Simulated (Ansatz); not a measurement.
Relaxation of HgI2 with RKS PBE-D4/def2-TZVP.

```sh
$ ansatz run in.yaml --threads 2 --pin off --events-out ev --progress --plain --max-ram 4352MiB
```

```yaml
crystal:
  periodic: [false, false, false]
  atoms:
    - {symbol: Hg, position_ang: [0.000110, 0.000060, 0.000920]}
    - {symbol: I, position_ang: [-0.017050, -0.021310, 2.588430]}
    - {symbol: I, position_ang: [0.016950, 0.021260, -2.589350]}
basis:
  gaussian: {orbitals: def2-TZVP}
hamiltonian: {xc: pbe, dispersion: d4}
scf: {lower_state_search: "off"}
output: {orbitals: {seedname: orbitals}}
relax: {f_tol: 0.02, max_steps: 100}
```

Run time 6.5 s (2 threads of Intel Xeon Platinum 8259CL on a shared host).

Positions (Å) and forces (eV/Å) at steps 1, 2, 3 of 3:

```xyz
3
step=1 energy=-20381.7776 eV
Hg    0.000    0.000    0.001    0.000    0.000   -0.029
I    -0.017   -0.021    2.588   -0.001   -0.001    0.150
I     0.017    0.021   -2.589    0.001    0.001   -0.121
3
step=2 energy=-20381.7789 eV
Hg    0.000    0.000   -0.001    0.000    0.000    0.015
I    -0.017   -0.021    2.609    0.000    0.001   -0.073
I     0.017    0.021   -2.608    0.000    0.000    0.058
3
step=3 energy=-20381.7793 eV
Hg    0.000    0.000    0.000    0.000    0.000    0.001
I    -0.017   -0.021    2.602    0.000    0.000   -0.002
I     0.017    0.021   -2.602    0.000    0.000    0.002
```

In the def2 sets Hg, I take a core potential; there is no spin–orbit coupling.
